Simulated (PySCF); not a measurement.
Vertical excitations of a molecule C2H11FSi3 from TDA-ωB97X/def2-SVPD run with PySCF 2.14.0, as energy in eV (oscillator strength): 6.49 (0.023), 7.48 (0.036), 7.74 (0.025), 7.96 (0.018), 8.16 (0.051), 8.23 (0.031). Lowest triplet (TDA): 5.71 eV. Geometry: PBE0-D3(BJ)/def2-SVP. One conformer was computed; it need not be the lowest.

### Question
Identify the compound among the candidates.
(A) C[Si@H](F)[Si@H](C)[SiH3]
(B) C[SiH2][SiH2][Si@@H](C)F
(C) C[Si@@H](CF)[SiH2][SiH3]
(D) F[SiH2][SiH2]CC[SiH3]

### Answer
D, F[SiH2][SiH2]CC[SiH3]
